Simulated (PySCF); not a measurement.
C7H6O2S, SMILES C=Cc1ccc(C(=O)O)s1 (GFN2-xTB optimised geometry):

```
16

C     -2.289    -2.752     0.005
C     -0.959    -2.787     0.001
C     -0.106    -1.629     0.000
C      1.272    -1.629     0.000
C      1.825    -0.347     0.000
C      0.869     0.641     0.000
C      1.104     2.075     0.000
O      2.194     2.595     0.003
O     -0.038     2.787    -0.004
S     -0.731    -0.013     0.000
H     -2.877    -3.652     0.006
H     -2.825    -1.818     0.008
H     -0.435    -3.734    -0.001
H      1.856    -2.533     0.000
H      2.877    -0.127     0.000
H      0.164     3.734    -0.004
```

Calculation: CAM-B3LYP/def2-TZVP run with PySCF.

Problem. What are the frontier orbital energies and the dipole moment?

Solution. HOMO-2 -9.69 eV, HOMO-1 -8.91 eV, HOMO -7.80 eV, LUMO -1.10 eV, LUMO+1 1.09 eV; dipole moment 2.31 D.

Meta-Löwdin charges at CAM-B3LYP/def2-TZVP: C1 -0.25, C2 -0.10, C3 -0.09, C4 -0.15, C5 -0.10, C6 -0.19, C7 0.53, O8 -0.48, O9 -0.48, S10 0.31, H11 0.13, H12 0.12, H13 0.12, H14 0.13, H15 0.15, H16 0.36.
